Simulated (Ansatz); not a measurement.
Gas-phase reaction R1 → P1 + P2, each structure at its B3LYP-D3(BJ)/def2-TZVP stationary point, reached from a drawn start (curvature not checked).
R1, CH6GeO3 (SMILES [CH3][Ge]([OH])([OH])[OH]) (charge 0, multiplicity 1, Z-matrix in Å and degrees):
```
Ge
O 1 1.7843
H 2 0.9632 1 111.40
O 1 1.7843 2 107.50 3 7.02
H 4 0.9632 1 111.38 2 -108.93
O 1 1.7844 2 107.53 3 -108.43
H 6 0.9632 1 111.40 2 6.62
C 1 1.9320 2 111.34 3 129.30
H 8 1.0887 1 109.48 2 -70.56
H 8 1.0887 9 109.46 1 120.02
H 8 1.0887 9 109.46 10 119.97
```
P1, CH3 (SMILES [CH3]) (charge 0, multiplicity 2):
```xyz
4

C      0.00003     0.00002     0.00000
H      1.06845    -0.14741     0.02930
H     -0.66112    -0.85157    -0.04256
H     -0.40726     0.99906     0.01326
```
P2, GeH3O3 (SMILES [OH][Ge]([OH])[OH]) (charge 0, multiplicity 2):
```xyz
7

O     -1.08639    -1.05229    -0.69275
Ge    -0.20003    -0.06156     0.51112
O     -0.29646     1.63638    -0.05827
O      1.52415    -0.54055     0.39216
H     -1.95464    -0.69044    -0.90779
H      0.36587     2.20598     0.35148
H      1.64759    -1.49742     0.40404
```

P less R. No zero-point or thermal terms; singlets are restricted closed shells; open shells are unrestricted; no spin–orbit coupling. One arrangement of each flexible species, with no search for the lowest.

Correlated levels freeze the cores. In cc and def2 sets filled d and f shells under p-block atoms count as core.

Codes used: Ansatz (a first-principles code) with Gaussian orbitals. No computed number here is a measurement.

Total energies in hartree:

| structure | PBE/def2-TZVPP | PBE0/def2-TZVPP | CCSD(T)/cc-pVTZ |
|---|---|---|---|
| R1 | -2344.004548 | -2344.064307 | -2342.655693 |
| P1 | -39.788963 | -39.799959 | -39.760977 |
| P2 | -2304.087075 | -2304.131072 | -2302.755122 |

Q: Work out the reaction energy at each level in kcal/mol (1 hartree = 627.50947 kcal/mol), and say how far PBE/def2-TZVPP lies from CCSD(T)/cc-pVTZ.

A: 
- PBE/def2-TZVPP: (-39.788963) + (-2304.087075) − (-2344.004548) = 0.128510 hartree = 80.64 kcal/mol
- PBE0/def2-TZVPP: (-39.799959) + (-2304.131072) − (-2344.064307) = 0.133276 hartree = 83.63 kcal/mol
- CCSD(T)/cc-pVTZ: (-39.760977) + (-2302.755122) − (-2342.655693) = 0.139594 hartree = 87.60 kcal/mol
PBE/def2-TZVPP less CCSD(T)/cc-pVTZ: -6.96 kcal/mol. CCSD(T)/cc-pVTZ is the level counted from, the highest shown, and no exact or measured value.
